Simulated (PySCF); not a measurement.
Compound: trans-NiI2(NH3)2 (triplet state).
Bonds: Ni1–I2, Ni1–N3, Ni1–I7, Ni1–N8. Hydrogens: H4, H5, H6 on N3; H9, H10, H11 on N8.

Level of theory: PBE0-D3(BJ)/def2-SVP geometry optimisation, gas phase, def2 core potentials past Kr (PySCF).

How far are the bound atoms from Ni1?

4 atoms: N3 2.057 Å, N8 2.058 Å, I2 2.619 Å, I7 2.622 Å. The nearest atom not counted as bound is H4, at 2.58 Å.

List the angles at Ni1.

```json
{"angle": "N3–Ni1–N8", "degrees": "177.7", "distance of the outer atoms (Å)": "4.11"}
{"angle": "I2–Ni1–I7", "degrees": "176.2", "distance of the outer atoms (Å)": "5.24"}
{"angle": "I2–Ni1–N8", "degrees": "90.4", "distance of the outer atoms (Å)": "3.34"}
{"angle": "N3–Ni1–I7", "degrees": "90.2", "distance of the outer atoms (Å)": "3.34"}
{"angle": "I2–Ni1–N3", "degrees": "89.8", "distance of the outer atoms (Å)": "3.32"}
{"angle": "I7–Ni1–N8", "degrees": "89.8", "distance of the outer atoms (Å)": "3.33"}
```

What is the shape at Ni1?

Square planar: angles from 89.8° to 177.7°; τ4 = (360° − α − β)/141° = 0.04 with α and β the two widest (0 for a square, 1 for a tetrahedron).

What are the other bond lengths?

N3–H4 and 5 like bonds 1.022 Å.

What are the rotational constants (commonest isotopes, rigid rotor)?

A = 3210, B = 289.3, C = 266.3 MHz: a near-prolate asymmetric top.

Point group: near Cs, missed by 0.24 Å at most; the miss may be what the optimiser left on a soft mode. Charge 0, triplet. ⟨S²⟩ = 2.005 (exact for a triplet: 2.00). PBE0-D3(BJ)/def2-SVP frequencies: not computed here.

Time: 3.3 min wall. Hardware: x86-64 server, one thread, shared host. These figures are those of the optimisation.

Neither the SCF state along the optimisation nor the shape of the open-shell metal species was proved the lowest: other solutions of the same spin, or a structure of lower symmetry, can lie below.
